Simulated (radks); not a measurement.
Species: the potassium ion K3+. Configuration: [Ne] 3s2 3p4.

Calculated with a radial shooting solver on a logarithmic mesh with Libxc functionals: scalar-relativistic Kohn-Sham, Slater X-alpha with alpha = 0.667, spin-polarised, spherical densities, point nucleus; open shells are filled with parallel spins first.

Energy parts (eV):
total: -16223.763
kinetic: 16338.481
electron-nucleus: -38086.887
Hartree: 6321.299
exchange: -796.657

Orbitals (lengths in bohr, moments of r in powers of bohr):
| orbital | occ. | eigenvalue (eV) | <r^4> |
|---|---|---|---|
| 1s up | 1 | -3552.986 | 0.0002031 |
| 1s down | 1 | -3552.335 | 0.0002030 |
| 2s up | 1 | -392.7777 | 0.05728 |
| 2s down | 1 | -392.0563 | 0.05685 |
| 2p up | 3 | -320.7828 | 0.04890 |
| 2p down | 3 | -319.9051 | 0.04847 |
| 3s up | 1 | -71.9987 | 4.335 |
| 3s down | 1 | -68.6924 | 4.501 |
| 3p up | 3 | -54.5687 | 6.277 |
| 3p down | 1 | -51.4010 | 6.710 |

The highest occupied level is 3p down at -51.401 eV. Summed over all electrons, <r^2> = 12.46 bohr^2, which gives a Langevin (diamagnetic) susceptibility term of -9.87 x 10^-6 cm^3/mol. The density falls to 0.001 e/bohr^3 at r = 2.90 bohr. For comparison, the ionisation energy in NIST's Atomic Spectra Database is 60.92 eV (semi-empirical). In exact Kohn-Sham theory the highest level is minus the ionisation energy, but local and semilocal functionals leave it too shallow, through self-interaction and a potential that decays too fast; potentials with the right tail come closer.
